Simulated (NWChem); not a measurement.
System: C$_{2}$H$_{6}$OTe; SMILES [Te](OC)C

NWChem input:

```
start job
memory heap 200 mb stack 900 mb global 1100 mb
geometry units angstroms noautosym nocenter noautoz
  Te     0.305555    -0.458716    -0.033197
  C     -1.793450    -0.897845     0.067837
  H     -1.903342    -1.985543    -0.053396
  H     -2.345033    -0.381030    -0.727135
  H     -2.161634    -0.600730     1.058069
  O      0.134919     1.432993     0.605243
  C     -0.196459     2.404594    -0.348713
  H     -1.202293     2.255882    -0.786957
  H     -0.197551     3.377487     0.171395
  H      0.529363     2.462276    -1.181313
end
basis spherical
  * library def2-svpd
end
ecp
  Te library def2-ecp
end
dft
  xc b3lyp
  iterations 150
end
property
  response 1 0.0
end
task dft property
```

Coordinates come from a PBE0/def2-SVP optimisation. No frequency run checked for a minimum. B3LYP is NWChem's, with the RPA form of VWN correlation. def2 effective core potentials on Te; no spin-orbit coupling.

Static field.

### Question
What results follow from this input? (B3LYP/def2-SVPD with def2 effective core potentials on Te.) Quantities: isotropic polarisability (bohr³); anisotropy (bohr³).

### Answer
```
Item                              Value
--------------------------------  -----
isotropic polarisability (bohr³)   74.1
anisotropy (bohr³)                 19.0
```
